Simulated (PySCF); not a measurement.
Electron correlation in Os⁴⁶⁺ (osmium, charge +46)

Starting occupation: [Ar] 3d10 4s2. Calculation: PySCF 2.14, in an uncontracted even-tempered set (18 s from 2.7 bohr⁻², ratio 2.6; 15 p from 3.5 bohr⁻², ratio 2.6; 10 d from 3.5 bohr⁻², ratio 2.6; 6 f from 3.6 bohr⁻², ratio 2.8); X2C-1e with screened-nucleus spin-orbit coupling, Gaussian nucleus. Frozen: [Ar]; 12 electrons correlated; the 92 highest virtual spinors left out.

MP2 pair energies summed by pair of shells (mhartree):

```tsv
pair	energy	share (%)
3d3/2-3d5/2	-189.49	35.2
3d5/2-3d5/2	-133.76	24.9
4s1/2-4s1/2	-64.50	12.0
3d3/2-3d3/2	-57.71	10.7
3d5/2-4s1/2	-56.21	10.5
3d3/2-4s1/2	-36.24	6.7
```

Total MP2 correlation energy: -537.92 mhartree.

The virtual space was cut to 68 spinors, which keep -517.32 of the -537.92 mhartree of MP2 correlation.

| level | correlation energy (mhartree) |
| --- | --- |
| CCSD | -518.74 |
| (T) | -0.65 |
| CCSD(T) | -519.39 |

Diagnostics: T1 = 0.00013, largest double amplitude 0.063.

Cost of the coupled-cluster step: 39 s of wall time on 1 thread of AMD EPYC 9R45 96-Core Processor (shared host), for 12 occupied and 68 virtual spinors.

Iterations:

```
Init t2, MP2 energy = -0.517321754635332
CCSD nocc = 12, nmo = 80
Init t2, MP2 energy = -0.517321754635332
Init E_corr(GCCSD) = -0.517321754635332
cycle = 1  E_corr(GCCSD) = -0.516248591304155  dE = 0.00107316333  norm(t1,t2) = 0.0114052
cycle = 2  E_corr(GCCSD) = -0.518073089120323  dE = -0.00182449782  norm(t1,t2) = 0.0035382
cycle = 3  E_corr(GCCSD) = -0.518742086230984  dE = -0.000668997111  norm(t1,t2) = 0.00114154
cycle = 4  E_corr(GCCSD) = -0.518738143069714  dE = 3.94316127e-06  norm(t1,t2) = 3.09164e-05
cycle = 5  E_corr(GCCSD) = -0.518737360834695  dE = 7.82235019e-07  norm(t1,t2) = 8.5381e-07
cycle = 6  E_corr(GCCSD) = -0.518737428792528  dE = -6.79578329e-08  norm(t1,t2) = 3.23401e-08
cycle = 7  E_corr(GCCSD) = -0.518737428245623  dE = 5.46904855e-10  norm(t1,t2) = 8.04505e-10
GCCSD converged
E(GCCSD) = -15788.013269801  E_corr = -0.5187374282456229
```

The coupled-cluster values are those of the cut space; adding the MP2 remainder, -20.60 mhartree, estimates the full space.

At this charge the one-electron X2C treatment keeps the bare 1/r₁₂, with no two-electron picture change or Breit term. The effect here is smaller than on the frozen 1s shell.
